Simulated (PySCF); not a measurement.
**Shapes and spin states of WO₂⁻**

These are results of PBE0/[W def2-SVPD with ECP60, O def2-SVPD], scalar-relativistic core potentials, density fitting, no spin–orbit coupling, PySCF, not measurements.

Relaxations began from a few typed shapes and spin states; open shells are unrestricted. The search is not exhaustive: other isomers or separated fragments can lie lower, and high-lying points may rest on an excited occupation.

```
                                spin  group                                  bonds                                 angles  imaginary modes (cm⁻¹)  ΔE (kJ/mol)  ΔE with ZPE (kJ/mol)
                 doublet (⟨S²⟩ 1.05)    C2v                       W–O 1.736 Å (×2)                           O–W–O 117.1°                    none          0.0                   0.0
                             quartet    C2v                       W–O 1.769 Å (×2)                           O–W–O 130.7°                    none          1.8                   0.9
                             quartet    D∞h                       W–O 1.816 Å (×2)                           O–W–O 180.0°              193i, 193i         48.8                     –
broken-symmetry Ms = 1/2 (⟨S²⟩ 1.59)    D∞h                       W–O 1.809 Å (×2)                           O–W–O 180.0°              226i, 221i        100.6                     –
                 quartet (⟨S²⟩ 4.07)    C2v          O–O 1.440 Å, W–O 1.965 Å (×2)          O–O–W 68.5° (×2), O–W–O 43.0°                    none        540.6                 540.1
broken-symmetry Ms = 1/2 (⟨S²⟩ 2.13)    C2v          O–O 1.442 Å, W–O 1.956 Å (×2)          O–O–W 68.4° (×2), O–W–O 43.3°                    none        603.9                 602.5
broken-symmetry Ms = 1/2 (⟨S²⟩ 1.77)     Cs  O–O 1.444 Å, W–O 1.903 Å, W–O 2.008 Å  O–O–W 64.5°, O–O–W 72.3°, O–W–O 43.2°                    none        646.1                 644.0
```

The lowest minimum found is the doublet (⟨S²⟩ 1.05) C2v: W–O 1.736 Å (×2); O–W–O 117.1°.

For the lowest minimum: the determinant is spin-contaminated (⟨S²⟩ = 1.05, pure value 0.75). Open d and f shells are described by one determinant, and the ground state may have another occupation or spin. The lowest empty level of this anion is unbound, so it and the gap depend on the basis. Spin–orbit coupling, left out here, can matter for elements this heavy.

The electron or spin density has lower symmetry than the nuclear frame for the broken-symmetry Ms = 1/2 (⟨S²⟩ 1.59) D∞h at 100.6 kJ/mol.
